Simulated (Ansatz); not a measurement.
Molecule: ReO, net charge 0, sextet state. The spin state was set by rule; other spins were not relaxed. 
Coordinates optimised at B3LYP-D3(BJ)/def2-TZVP (Ansatz, an electronic-structure program):
```
O
Re 1 1.7451
```
Charge 0, spin multiplicity 6.

Basis-set convergence of Hartree-Fock and MP2 correlation energies (hartree) with Ansatz. Cores are frozen in the correlated levels unless marked. UHF or UKS for open shells. No spin-orbit coupling. Frozen are the shells of the preceding noble gas and the d and f shells that filled before the atom's block. Past Kr the def2 sets carry scalar-relativistic core potentials.

```tsv
basis	functions	E(HF)	E(corr, MP2)
def2-SVPD	58	-152.29770	-0.32861
def2-TZVPPD	99	-152.40277	-0.40473
def2-QZVPPD	157	-152.40731	-0.42933
```

Extrapolating the two largest sets (X = 3 and 4) as X^-3: E(corr) = (64·(-0.42933) - 27·(-0.40473))/37 = -0.4473 Eh, an estimate of the basis-set limit. The largest set recovers 96.0 % of it, the smallest 73.5 %.
